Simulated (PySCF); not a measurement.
GaF, SMILES [F][Ga] (connectivity only; charge and spin as stated), neutral, multiplicity 1.

Coordinates come from a B3LYP-D3(BJ)/def2-TZVPD optimisation.

Level of theory: PySCF with r2SCAN/def2-TZVPD.

Computed frontier levels, gap, dipole moment and polarisability:
| Item | Value |
|---|---|
| highest occupied level | -7.09 eV |
| lowest empty level | -2.00 eV |
| orbital gap | 5.09 eV |
| dipole moment | 2.26 D |
| quadrupole, principal values (traceless, Buckingham form, about the centre of nuclear charge) | -6.64, 3.32, 3.32 D·Å |
| mean static polarisability | 33.5 bohr³ (4.96 Å³) |
| polarisability, principal values | 32.4, 32.4, 35.6 bohr³ |
